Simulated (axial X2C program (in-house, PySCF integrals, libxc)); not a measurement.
## HRuH⁺: properties at the nuclei

Calculated with an axial X2C code built on PySCF integrals: two-component X2C with atomic mean-field Coulomb and Gaunt terms, Gaussian nuclei, basis H dyall-v3z, Ru dyall-v3z with contracted cores.

H–Ru–H held linear, with bonds 1.746 and 1.746 Å (near the PBE0 minimum at charge 1 of the determinant lowest at the starting distance; the state shown can have its own minimum elsewhere, held linear; other orders of the atoms were not compared).

Determinant lowest in the PBE0 search, Ω = 7/2 (⟨Sz⟩ = 2.49, ⟨Lz⟩ = 1.01 at PBE0), spin on the atoms H 0.27, Ru 1.95, H 0.27:

| level | A∥/gI H (MHz) | qzz H (a.u.) | A∥/gI Ru (MHz) | qzz Ru (a.u.) |
| --- | --- | --- | --- | --- |
| PBE0 | 24.9 | 0.07 | 619 | -5.03 |
| HF | 27.6 | 0.07 | 351 | -4.65 |
| TPSSh | 25.8 | 0.07 | 622 | -4.99 |

A∥ (defined per Ω) follows by multiplying with gI = μI/(I μN); qzz is the electric field gradient, eQq0 = 234.96 MHz × Q/barn × qzz. The operators were transformed with the bare-nucleus X2C matrices; with these basis sets, hyperfine constants and field gradients can be off by tens of per cent, and where levels differ in sign neither size nor sign is settled.

(1) With gI(1H) = 5.5857, gI(101Ru) = -0.2880, Q(101Ru) = 0.457 barn (g factors from the IAEA table of nuclear moments by Stone; Q from Pyykkö, Mol. Phys. 2018), turn the PBE0 values of the first state into constants in MHz.

The molecule was held linear; bending was not examined, so a bent shape may lie lower.

Each state is one determinant with collinear spin, which with several unpaired electrons need not be a pure state. Unrestricted Hartree–Fock can overshoot spin polarisation at the nuclei. With several open shells hyperfine constants can be off by a factor of several. At HF a later determinant lies lower. States lie within half an eV, so the first need not be the ground state. Further determinants of the search, some of them spin-mixed, are not shown.

## Answers

(1) A∥(1H) = 24.9 × 5.5857 = 139 MHz; A∥(101Ru) = 619 × -0.2880 = -178 MHz; eQq0(101Ru) = 234.96 × (0.457) × (-5.03) = -540 MHz.
